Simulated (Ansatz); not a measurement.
## Interaction energy ladder

The pair of F⁻ (SMILES [F-], atom 1) and CO (SMILES [C-]#[O+], atoms 2–3), both closed shells, in one local arrangement (a lower one may exist), relaxed at PBE0-D4/def2-TZVPD:

F1  (-0.008, 0.018, -1.340)
C2  (0.198, -0.450, 0.341)
O3  (-0.190, 0.432, 0.999)
(Å)

Program: Ansatz 0.2.0. Basis: def2-TZVPPD, with def2-QZVPPD for the basis limit. Cores are frozen in the correlated methods. B3LYP uses VWN-RPA correlation. Extrapolation: Hartree–Fock as exp(−7.88 √X), correlation as X^−2.97. Interaction energies count from these two fragments, frozen as in the pair, with the counterpoise correction; negative means bound.

Q: What is the interaction energy by CCSD(T) at an estimated basis limit (MP2 extrapolated from triple and quadruple zeta, plus CCSD(T) − MP2 in triple zeta)? (To be estimated.)

A: The calculation gives: -11.22 kcal/mol. Hartree–Fock alone gives -8.15 kcal/mol at the basis limit. It counts from the two fragments frozen as in the pair.

The same quantity by other methods in triple zeta, and each one's difference from that estimate:
```tsv
method	E_int (kcal/mol)	difference
PBE-D4	-18.69	-7.47
revPBE-D4	-15.98	-4.76
BLYP-D4	-14.87	-3.66
r2SCAN-D4	-19.42	-8.20
B97M-V	-16.93	-5.72
PBE0-D4	-17.94	-6.72
B3LYP-D4	-15.27	-4.06
HSE06-D4	-18.02	-6.80
wB97X-V	-14.59	-3.37
wB97M-V	-14.43	-3.21
B2PLYP	-11.73	-0.51
HF	-7.82	3.40
MP2	-7.30	3.92
CCSD	-8.16	3.06
CCSD(T)	-8.91	2.31
```
Differences are method less estimate.

Q: Which atoms make the shortest contact between the fragments?

A: F1 and C2, 1.76 Å apart.

Energy to bend the free fragments (PBE0-D4 minima) into their shapes in the pair, CCSD(T)/def2-TZVPPD: CO 1.09 kcal/mol. This must be added to the interaction energy to get the binding energy from relaxed fragments.

Basis-set superposition shift (counterpoise-corrected less uncorrected): CCSD(T) 1.31; MP2 1.33; HF 0.04; PBE0-D4 0.06; wB97M-V 0.05 kcal/mol.

No T1 diagnostic of these runs exceeds 0.023.

For scale, one of the runs: CCSD(T)/def2-TZVPPD, 117 basis functions, launched by `ansatz run in.yaml --threads 2 --pin off --events-out ev --progress --plain --max-ram 5222MiB`. The run took about 6.5 s on 2 CPU threads of an Arm Neoverse N1 (shared host).
